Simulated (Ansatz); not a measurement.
`C[SiH2]C[SiH2]F` + `N[SiH2][GaH2]` → `CN[SiH2][GaH2]` + `F[SiH2]C[SiH3]`  (substitution at a C–Si bond)

Isolated molecules relaxed with PBE0-D4/def2-TZVP in Ansatz; ΔE leaves out vibrations. CBS: MP2 limit from def2 TZ/QZ plus the TZ coupled-cluster correction, frozen cores. Functionals use def2-TZVPP. B3LYP here is the variant with VWN-RPA as its local correlation; programs differ in this. For Ga outer-core shells are correlated without core-valence functions, which leaves a few kJ/mol of doubt a bond. Scalar relativity is left out up to krypton. One conformer a species, not always the lowest.

```tsv
level	ΔE (kcal/mol)	difference from CCSD(T)/CBS
PBE-D4	19.4	-0.6
r2SCAN-D4	20.5	0.5
PBE0-D4	19.7	-0.3
B3LYP-D4	19.0	-1.0
ωB97M-V	20.2	0.2
PBE	19.1	-0.9
SCS-MP2/def2-TZVPP	19.0	-1.0
CCSD/def2-TZVPP	19.2	-0.8
HF/def2-QZVPP	17.5	-2.5
HF/CBS(def2)	17.5	-2.5
CCSD(T)/CBS	20.0	0
```

Largest T1 diagnostic among the species: 0.012.

In def2-TZVPP, CCSD(T) changes the Hartree–Fock value by +1.7 kcal/mol (the triples alone add +0.1 kcal/mol) and MP2 by +2.7 kcal/mol.
